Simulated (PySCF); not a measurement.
Species: cyclo-(H2SnO)2.
Cartesian coordinates in Å at the PBE0-D3(BJ)/def2-SVP level; atoms count from 1:
```xyz
8
H4O2Sn2 angstrom
Sn    -0.4260    0.5139   -1.3211
H     -0.0368    2.0856   -1.8797
H     -1.3763   -0.4222   -2.3955
O      1.1569   -0.4832   -0.5849
Sn     0.4617   -0.5300    1.3019
H      1.4082    0.3820    2.4000
H      0.0649   -2.1117    1.8273
O     -1.1143    0.4799    0.5683
```

Level of theory: PySCF 2.14.0, density-fitted response routines, TDDFT PBE0/def2-SVPD, vertical, gas phase, core orbitals frozen in the response, def2 core potentials past Kr. Spin–orbit coupling is left out.

Kohn–Sham orbitals with the atoms that hold most of them (Löwdin shares over 4%, at most four atoms; ? is withheld):

```csv
orbital,ε (eV),atoms
LUMO+2,-0.01,"Sn5 18%, Sn1 18%, H6 12%, H2 12%"
LUMO+1,-0.74,"Sn5 16%, Sn1 16%, H6 12%, H2 12%"
LUMO,?,?
HOMO,-7.83,"O4 29%, O8 28%, Sn5 10%, Sn1 10%"
HOMO-1,-7.90,?
HOMO-2,-8.08,"O8 47%, O4 46%"
HOMO-3,-9.39,"O4 25%, O8 25%, Sn5 14%, Sn1 14%"
```

Q: Give the leading atoms of the LUMO.

A: Sn5 (bonded to 2 O and 2 H) 29%; Sn1 (bonded to 2 O and 2 H) 29%; O8 (bonded to 2 Sn) 10%; O4 (bonded to 2 Sn) 10%. By element: tin 57%, oxygen 20%.

Q: Which atoms hold the HOMO-1, and with what shares?

A: O4 (bonded to 2 Sn) 47%; O8 (bonded to 2 Sn) 47%.

Q: What is the LUMO energy, and the HOMO–LUMO gap?

A: ε(LUMO) = -1.37 eV; the gap is 6.47 eV (0.2376 hartree).

Q: How does S1 compare with the orbital gap of 6.47 eV?

A: S1 is at 5.11 eV (f = 0.0000), 1.36 eV below the gap, made of HOMO→LUMO (95%). Without the coupling terms of the response equations the lowest excitation would equal the gap.

Q: Give energy, strength and leading configuration of S1, S2, S3, S4, S5 and S6, and follow the Löwdin shares of the leading atoms from the occupied to the empty orbital.

A: 
- S1 (5.11 eV, f 0.0000), HOMO→LUMO (95%): O4 29% → 10%, O8 28% → 10%, Sn5 10% → 29%, Sn1 10% → 29%
- S2 (5.19 eV, f 0.0000), HOMO-1→LUMO (99%): O4 47% → 10%, O8 47% → 10%, Sn5 at most 4% → 29%, Sn1 at most 4% → 29%
- S3 (5.33 eV, f 0.021), HOMO-2→LUMO (95%): O8 47% → 10%, O4 46% → 10%, Sn5 at most 4% → 29%, Sn1 at most 4% → 29%
- S4 (5.88 eV, f 0.0003), HOMO-2→LUMO+1 (91%): O8 47% → at most 12%, O4 46% → at most 12%, Sn5 at most 4% → 16%, Sn1 at most 4% → 16%
- S5 (5.94 eV, f 0.072), HOMO→LUMO+1 (86%): O4 29% → at most 12%, O8 28% → at most 12%, Sn5 10% → 16%, Sn1 10% → 16%
- S6 (6.02 eV, f 0.048), HOMO-1→LUMO+1 (94%): O4 47% → at most 12%, O8 47% → at most 12%, Sn5 at most 4% → 16%, Sn1 at most 4% → 16%

Time: 66 s of wall time (grids of density and orbitals included); peak memory 0.64 GiB. Hardware: Arm Neoverse V1, one thread, no GPU (shared host).

One conformer stands for the species.
